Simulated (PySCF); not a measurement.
**One molecule, a ladder of functionals, a line**

Molecule: SMILES Cl/C=C\C[SiH2]F, C$_{3}$H$_{6}$ClFSi.

Bonds (- single, = double, # triple, : aromatic): F1-Si2 1.630 Å, Si2-C3 1.879 Å, C3-C4 1.489 Å, C4=C5 1.335 Å, C5-Cl6 1.730 Å. Si2 carries H7, H8; C3 carries H9, H10; C4 carries H11; C5 carries H12. Stereochemistry as in F[SiH2]C/C=C\Cl.

GIAO shieldings (ppm, equivalent atoms averaged) in PySCF 2.14.0 with density-fitted response routines on the PBE0-D3(BJ)/def2-SVP geometry, basis pcSseg-1, gas phase, non-relativistic:

```tsv
functional	exact exchange (%)	σ(F1)	σ(Si2)	σ(C3)	σ(Cl6)
BLYP	0	380.0	320.3	153.1	707.0
BP86	0	382.9	324.8	157.8	719.7
PBE	0	382.2	325.2	158.1	719.0
B3LYP	20	390.4	334.1	158.9	740.1
mPW1PW91	25	394.9	342.4	164.1	757.1
BHandHLYP	50	401.8	355.9	166.1	783.3
HF	100	415.5	395.8	176.9	847.1
```

(1) Fit each shielding as a line in the percentage of exact exchange.

(2) What does the line predict for PBE0 (25 %), and what does the run give?

## Answers

(1) σ(F1) = 383.0 + 0.34 x (rms 2.0 ppm); σ(Si2) = 322.7 + 0.72 x (rms 2.3 ppm); σ(C3) = 156.4 + 0.20 x (rms 1.9 ppm); σ(Cl6) = 716.5 + 1.32 x (rms 5.0 ppm). The functionals also differ in their semilocal parts, which the line can't hold; Hartree–Fock has no correlation at all.

(2) σ(F1): 391.5 predicted, 394.6 computed; σ(Si2): 340.7 predicted, 343.1 computed; σ(C3): 161.4 predicted, 164.8 computed; σ(Cl6): 749.5 predicted, 758.7 computed ppm.
